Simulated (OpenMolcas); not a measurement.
## Mo3+ in a point-charge field

Mo3+ among 4 point charges of -0.5 e arranged as a tetrahedron (Td), 2.1 Å from the ion.

```json
{
  "Program": "OpenMolcas 26.06",
  "Method": "CASSCF",
  "Basis": "ANO-RCC-VDZP [6s5p3d1f]",
  "Scalar Hamiltonian": "DKH2, point nucleus",
  "Active space": "3 electrons in 5 orbitals (4d)",
  "State averaging": "2S+1 = 4 even, 10 roots; 2S+1 = 2 even, 40 roots",
  "Spin-orbit coupling": "state interaction with AMFI integrals over the reference wave functions"
}
```

The lowest spin-free states (labels of Td), above the lowest:

```tsv
State	Degeneracy	E (cm-1)	Free-ion L (%)
4T1	3	0.0	F (100)
4T2	3	1023	F (100)
4A2	1	2277	F (100)
4T1	3	12907	P (100)
2E	2	13073	G (87)
2T2	3	13347	G (98)
2T1	3	13584	G (94)
2A1	1	13972	G (100)
2T1	3	17135	P (64)
2T1	3	17521	H (97)
2T2	3	17645	H (89)
2E	2	17817	H (90)
2T1	3	18618	H (63)
2E	2	19441	D (95)
2T2	3	19643	D (89)
2T1	3	29583	F (100)
2T2	3	29677	F (100)
2A2	1	29915	F (100)
2T2	3	46379	D (100)
2E	2	46608	D (100)
```

The lowest levels with spin-orbit coupling:

```json
{"E (cm-1)": "0.0", "Degeneracy": "4", "Label": "Γ8", "2S+1": "4", "g": ""}
{"E (cm-1)": "539.8", "Degeneracy": "2", "Label": "Γ7", "2S+1": "4", "g": "1.94 1.94 1.94"}
{"E (cm-1)": "1111", "Degeneracy": "4", "Label": "Γ8", "2S+1": "4", "g": ""}
{"E (cm-1)": "1986", "Degeneracy": "2", "Label": "Γ6", "2S+1": "4", "g": "0.26 0.26 0.26"}
{"E (cm-1)": "2111", "Degeneracy": "4", "Label": "Γ8", "2S+1": "4", "g": ""}
{"E (cm-1)": "2157", "Degeneracy": "2", "Label": "Γ7", "2S+1": "4", "g": "3.93 3.93 3.93"}
{"E (cm-1)": "2887", "Degeneracy": "2", "Label": "Γ6", "2S+1": "4", "g": "2.26 2.26 2.26"}
{"E (cm-1)": "3149", "Degeneracy": "4", "Label": "Γ8", "2S+1": "4", "g": ""}
{"E (cm-1)": "4168", "Degeneracy": "4", "Label": "Γ8", "2S+1": "4", "g": ""}
{"E (cm-1)": "13378", "Degeneracy": "2", "Label": "Γ6", "2S+1": "4", "g": "2.59 2.59 2.59"}
{"E (cm-1)": "13430", "Degeneracy": "4", "Label": "Γ8", "2S+1": "4 (84 %)", "g": ""}
{"E (cm-1)": "13967", "Degeneracy": "4", "Label": "Γ8", "2S+1": "2", "g": ""}
{"E (cm-1)": "14107", "Degeneracy": "2", "Label": "Γ7", "2S+1": "2", "g": "2.58 2.58 2.58"}
{"E (cm-1)": "14424", "Degeneracy": "2", "Label": "Γ6", "2S+1": "2", "g": "1.38 1.38 1.38"}
{"E (cm-1)": "14618", "Degeneracy": "4", "Label": "Γ8", "2S+1": "4", "g": ""}
{"E (cm-1)": "14622", "Degeneracy": "2", "Label": "Γ7", "2S+1": "4", "g": "2.62 2.62 2.62"}
{"E (cm-1)": "14828", "Degeneracy": "4", "Label": "Γ8", "2S+1": "2", "g": ""}
{"E (cm-1)": "15200", "Degeneracy": "2", "Label": "Γ6", "2S+1": "2", "g": "3.24 3.24 3.24"}
{"E (cm-1)": "15283", "Degeneracy": "4", "Label": "Γ8", "2S+1": "2", "g": ""}
{"E (cm-1)": "18341", "Degeneracy": "4", "Label": "Γ8", "2S+1": "2", "g": ""}
```

Powder χT (cm3 K/mol): 0.0958 at 2 K, 0.101 at 10 K, 0.128 at 50 K, 0.161 at 100 K, 0.235 at 200 K, 0.327 at 300 K. The effective moment at 300 K is 2.828 √(χT) = 1.62 μB.

The lowest level has 2S+1 = 4, for which the spin-only value is χT = S(S+1) / 2 = 1.875 cm3 K/mol (g = 2). The computed 0.327 at 300 K differs by -1.548, through orbital momentum, spin-orbit coupling and any other state in reach. With a threefold ground state the orbital momentum is unquenched, so the spin-only value is not expected to hold.

A least-squares ligand-field fit to the states below 45000 cm-1, each weighted by its degeneracy and with a free common offset, gives 10Dq = -1280 cm-1 (negative for this site), B = 800 cm-1 and C = 3225 cm-1 (C/B = 4.03), with an rms deviation of 32 cm-1.

An orbital triplet at a regular site is open to Jahn-Teller coupling, which can distort the site and quench the lowest spin-orbit gaps and is left out. Without dynamic correlation the repulsion within the d shell is too large (B by tens of per cent), so at a given field states of lower spin stand too high. Point charges give a weaker field than real ligands, and real ions of this kind are as a rule low spin; the high spin found here belongs to the model. The ground term spreads over less than 5000 cm-1, several times less than with real ligands, so orbital moments are less quenched and χT lies further from the spin-only value than at real sites. This is an electrostatic model: the charges have no orbitals. No measured value stands beside these numbers.
